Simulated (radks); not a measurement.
Results of a calculation; reference values are marked as such.
The mean radii <r> (bohr) of the occupied orbitals of an atom or ion are listed with their occupations. Level of theory: Dirac Kohn-Sham, LB94 model potential, spin-unpolarised, spherical densities, finite nucleus; Fermi nuclear charge, rms radius of each element as measured or else 0.836 A^(1/3) + 0.57 fm (a radial shooting solver on a logarithmic mesh with Libxc functionals).

orbital  occ.      <r>
1s1/2       2  0.01742
2s1/2       2  0.07284
2p1/2       2  0.06002
2p3/2       4  0.06833
3s1/2       2   0.1895
3p1/2       2   0.1796
3p3/2       4   0.1948
3d3/2       4   0.1699
3d5/2       6   0.1746
4s1/2       2   0.4217
4p1/2       2   0.4243
4p3/2       4   0.4574
4d3/2       4   0.4655
4d5/2       6   0.4761
5s1/2       2   0.8749
4f5/2       6   0.4955
4f7/2       7   0.5010

Name the element and its charge. Open shells, if any, fill j = l - 1/2 first.

Answer. Z = 77, iridium, charge +16: Ir16+ in [Kr] 4d10 4f13 5s2. The 1s radius gives Z: for a bare nucleus <r> = (2 gamma + 1)/(2Z) with gamma = sqrt(1 - (Z/c)^2), 0.01724 bohr for Z = 77, and screening makes it slightly larger (0.01742 here). The occupations add up to 61, and the charge is Z minus that.
